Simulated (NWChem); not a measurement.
# C3H4F2; SMILES FC1(F)CC1

```xyz
9

F      0.0000    -1.0949     0.9480
C      0.0000     0.0000     0.1775
F      0.0000     1.0949     0.9480
C     -0.7671     0.0000    -1.0810
C      0.7671     0.0000    -1.0810
H     -1.2748     0.9258    -1.3626
H     -1.2748    -0.9258    -1.3626
H      1.2748     0.9258    -1.3626
H      1.2748    -0.9258    -1.3626
```
Atoms are numbered in this order, from 1.

Program: NWChem. Pople sets run with spherical d functions. STO-3G and 3-21G are far too small for this property and stand as cheap habits. The geometry was optimised at PBE0/def2-SVP. GIAO values for the isolated, static molecule; σ is the absolute isotropic shielding, δ = σ(reference) − σ with the isolated reference molecule computed at the same levels (13C: tetramethylsilane, 19F: trichlorofluoromethane, 1H: tetramethylsilane).

**Question.** Order these runs by computing time, cheapest first, and give rough ratios: Hartree-Fock/6-31G*; Hartree-Fock/STO-3G; B3LYP/6-311G**.

**Answer.** Hartree-Fock/STO-3G (1), Hartree-Fock/6-31G* (7), B3LYP/6-311G** (30). Ratios are rough, from one shared machine; the cheapest took about 2.0 core-seconds (a rough figure). What differs between the cheapest and the dearest: δ F1 (ppm) -81.2 → -160.5; δ C2 (ppm) 71.3 → 113.1; δ C4 (ppm) 11.4 → 12.7; δ H6 (ppm) 0.82 → 1.04.
